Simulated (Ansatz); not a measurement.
Geometry optimisation, RKS PBE/def2-SVP in Ansatz.

Input:

```yaml
crystal:
  periodic: [false, false, false]
  atoms:
    - { symbol: Ta, position_ang: [-0.592377, 0.331373, 0.207783] }
    - { symbol: "N", position_ang: [2.701383, -0.196001, 0.720702] }
    - { symbol: H, position_ang: [3.574673, -0.526304, 1.151028] }
    - { symbol: H, position_ang: [2.696092, -0.490016, -0.26627] }
    - { symbol: O, position_ang: [0.332859, -0.453838, 1.610521] }
    - { symbol: H, position_ang: [1.391161, -0.493679, 1.37198] }
    - { symbol: O, position_ang: [0.351047, 0.206121, -1.496228] }
    - { symbol: H, position_ang: [0.018436, -0.427113, -2.159003] }
    - { symbol: O, position_ang: [-2.188201, 1.283634, 0.757964] }
    - { symbol: H, position_ang: [-2.149651, 2.202632, 1.086587] }
    - { symbol: O, position_ang: [-1.679743, -1.173163, -0.340108] }
    - { symbol: H, position_ang: [-2.1088, -1.859624, 0.205397] }
    - { symbol: Br, position_ang: [0.655637, 2.652325, 0.470799] }
    - { symbol: H, position_ang: [2.719283, 0.849353, 0.703547] }
basis:
  gaussian: { orbitals: def2-SVP }
hamiltonian:
  xc: pbe
relax:
  f_tol: 0.03
  max_steps: 50
```

Run as:

```bash
$ ansatz run input.yaml --threads 4 --pin off --max-ram 5120MiB --backend cpu --events-out ev --progress --plain --runs-dir out
```

**Question.** Where does it end, and by what steps?

**Answer.** It converged. The force dipped under the threshold on the way, but the program's further checks kept it going. After 32 steps the energy has fallen by 0.388 eV; H4 moved furthest, 1.38 Å.

```
step  energy less start (eV)  largest force component (eV/Å)  accepted
   0                  0.0000                           0.438       yes
   2                 -0.0578                           0.276       yes
   4                 -0.0994                           0.464       yes
   6                 -0.1423                           0.667       yes
   8                 -0.1998                           0.552       yes
  10                 -0.2350                           0.288       yes
  12                 -0.2641                           0.542       yes
  14                 -0.2796                           0.209       yes
  16                 -0.2997                           0.223       yes
  18                 -0.3135                           0.983        no
  20                 -0.3455                           0.255       yes
  22                 -0.3596                           0.307       yes
  24                 -0.3722                           0.109       yes
  26                 -0.3792                           0.162       yes
  28                 -0.3815                           0.387        no
  30                 -0.3876                           0.023       yes
  32                 -0.3881                           0.014       yes
```

```xyz
14
Properties=species:S:1:pos:R:3
Ta -0.797 -0.123 0.012
N 2.996 0.045 1.115
H 3.312 0.214 2.078
H 3.773 -0.378 0.592
O 0.681 -0.915 0.779
H 1.715 -0.609 0.977
O -0.814 -0.103 -1.919
H -0.309 0.583 -2.395
O -1.760 1.133 1.122
H -1.427 2.047 1.202
O -2.109 -1.494 0.179
H -3.063 -1.574 0.011
Br 0.754 2.118 -0.408
H 2.769 0.959 0.680
```

Whether the end is a true minimum wasn't checked by a vibrational analysis.

Time of the run: 100 s on 4 threads of Arm Neoverse V1, on a shared host, peak memory 0.26 GiB.
